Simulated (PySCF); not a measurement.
Cl₂GeH₄OSi, SMILES O[Si](Cl)([GeH3])Cl. Coordinates come from a PBE-D3(BJ)/def2-SVP optimisation. One conformer was computed; it need not be the lowest.

Q: Give the equilibrium geometry at PBE-D3(BJ)/def2-SVP (PySCF confirms it by a frequency run) as a Z-matrix, and its point group. (An estimate is asked for; the answer gives what the named calculation found.)

A: Several could match; the one computed here: point group Cs.
```
Si
O 1 1.6652
H 2 0.9753 1 116.29
Cl 1 2.0862 2 110.34 3 58.77
Cl 1 2.0862 2 110.34 3 -58.77
Ge 1 2.3727 2 108.53 3 180.00
H 6 1.5477 1 108.27 2 180.00
H 6 1.5483 7 109.43 1 -119.80
H 6 1.5483 7 109.43 8 -120.40
```
Charge 0, spin multiplicity 1.
